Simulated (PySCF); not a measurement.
Task: What does the GFN2-xTB structure of `CNC1CC=CC1` look like in three dimensions?

Result: 
Z-matrix in Å and degrees, rows numbered from 1:
```
C 
N   1  1.4485
C   2  1.4519  1  113.46
C   3  1.5413  2  111.24  1   170.39
C   4  1.4981  3  104.02  2   137.45
C   5  1.3208  4  112.00  3   -10.93
C   6  1.4978  5  112.10  4    -0.03
H   1  1.1016  2  113.28  3   -56.14
H   1  1.0893  2  109.14  3    64.36
H   1  1.0886  2  108.95  3  -177.30
H   2  1.0163  1  109.13  3   121.75
H   3  1.1073  2  111.29  1    48.62
H   4  1.0913  3  112.37  2  -100.64
H   4  1.0938  3  109.83  2    19.75
H   5  1.0765  4  121.45  3   170.51
H   6  1.0768  5  126.41  4  -178.53
H   7  1.0932  3  109.59  2   -19.67
H   7  1.0908  3  112.63  2   100.88
```

The 5-membered ring C3–C4–C5–C6–C7 has internal angles of 103.9° to 112.1°; it is puckered, 0.08 Å rms from its mean plane, widest ring torsion 17°. N2 (secondary amine nitrogen) is pyramidal (angles 113.5°, 109.1° and 109.0°, sum 331.6°, 0.40 Å off the plane of its three neighbours). Of the pairs four or more bonds apart, C7···H9 is among the closest relative to their van der Waals radii: 2.76 Å, 95 % of the sum of Bondi's values. The 5 C–C bonds span 1.321 Å (C5=C6, drawn double) to 1.544 Å (C3–C7, drawn single), a spread of 0.223 Å.

Computed geometry: GFN2-xTB, gas phase.

Point group: C1 (no symmetry element, even within 0.4 Å). No frequency check. The numbers are those of one conformer (C1–N2–C3–C4 170°, N2–C3–C4–C5 137°, C3–C4–C5–C6 -11°, C5–C6–C7–C3 11°, N2–C3–C7–C6 -137°).
